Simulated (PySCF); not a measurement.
Al(Me)(OMe)(SH) (C2H7AlOS), SMILES [SH][Al]([CH3])[O]C.

Coordinates come from a TPSSh-D3(BJ)/def2-SVP optimisation. The structure was generated by enumeration; whether it is a known compound was not checked. One conformer was computed; it need not be the lowest.

Two levels are set side by side: PBE/def2-TZVP (PySCF) and ωB97X/def2-TZVP (PySCF). Same geometry, gas phase. Differences are taken from unrounded values.

```tsv
quantity	ωB97X	PBE	PBE minus ωB97X
orbital gap (eV)	11.66	5.32	-6.33
highest occupied level (eV)	-9.87	-6.21	3.66
lowest empty level (eV)	1.79	-0.89	-2.68
dipole moment (D)	0.95	0.90	-0.04
mean polarisability (bohr³)	71.1	76.0	5.0
```

PBE's occupied levels lie high since its potential decays too fast outside the molecule; exact exchange lowers them and widens the gap. PBE's more diffuse valence density responds more strongly to a field. Differences between two approximate levels are no errors against the true value.

Rough cost on one machine, each run with all the roots and properties that it gave: ωB97X against PBE within a factor of 2.
